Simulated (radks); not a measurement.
Task: Radial electron density D(r) = 4 pi r^2 rho(r) of an atom or ion with 63 electrons. Calculated with a radial shooting solver on a logarithmic mesh with Libxc functionals: Dirac Kohn-Sham, BLYP, spin-unpolarised, spherical densities, point nucleus.

| r (bohr) | D(r) (e/bohr) |
|---|---|
| 0.0007958 | 2.686 |
| 0.0009338 | 3.507 |
| 0.001087 | 4.505 |
| 0.001276 | 5.844 |
| 0.001497 | 7.550 |
| 0.001743 | 9.586 |
| 0.002045 | 12.26 |
| 0.002381 | 15.39 |
| 0.002794 | 19.41 |
| 0.003279 | 24.25 |
| 0.003817 | 29.68 |
| 0.00448 | 36.28 |
| 0.005257 | 43.71 |
| 0.00612 | 51.37 |
| 0.007182 | 59.76 |
| 0.008428 | 68.00 |
| 0.009811 | 75.08 |
| 0.01151 | 81.05 |
| 0.0134 | 84.67 |
| 0.01573 | 85.87 |
| 0.01846 | 84.42 |
| 0.02149 | 81.27 |
| 0.02522 | 77.57 |
| 0.02959 | 75.60 |
| 0.03445 | 77.21 |
| 0.04043 | 83.55 |
| 0.04744 | 93.66 |
| 0.05523 | 103.7 |
| 0.06481 | 110.3 |
| 0.07546 | 109.4 |
| 0.08855 | 101.0 |
| 0.1039 | 89.85 |
| 0.121 | 83.46 |
| 0.142 | 85.60 |
| 0.1666 | 93.68 |
| 0.1939 | 97.75 |
| 0.2276 | 89.64 |
| 0.2649 | 70.87 |
| 0.3109 | 50.16 |
| 0.3649 | 40.08 |
| 0.4248 | 41.83 |
| 0.4985 | 46.76 |
| 0.585 | 45.24 |
| 0.681 | 36.56 |
| 0.7991 | 25.30 |
| 0.9378 | 17.17 |
| 1.092 | 13.16 |
| 1.281 | 10.76 |
| 1.492 | 8.446 |
| 1.75 | 5.723 |
| 2.054 | 3.400 |
| 2.391 | 2.026 |
| 2.806 | 1.365 |
| 3.293 | 1.111 |
| 3.834 | 0.9402 |
| 4.499 | 0.7141 |
| 5.279 | 0.4664 |
| 6.146 | 0.2674 |
| 7.212 | 0.1260 |
| 8.396 | 0.05207 |
| 9.853 | 0.01692 |
| 11.56 | 0.004395 |
| 13.46 | 0.0009602 |
| 15.8 | 0.0001440 |

What is the nuclear charge?

Result: Z = 63. The innermost maximum, from 1s, lies near gamma/Z bohr with gamma = sqrt(1 - (Z/c)^2) = 0.888, here 0.0141 bohr (found: 0.0156), and its height grows with Z. The density is that of neutral europium in [Xe] 4f5.5 5d0.5 6s1.5 6p1.5; the configuration itself is not fixed sharply by these data, and Z only to a few units. D(r) has 4 maxima, at r = 0.0156, 0.0685, 0.192, 0.527 bohr, and minima at 0.0301, 0.126, 0.380 bohr, inside which lie 2.02, 11.15, 29.25 electrons.
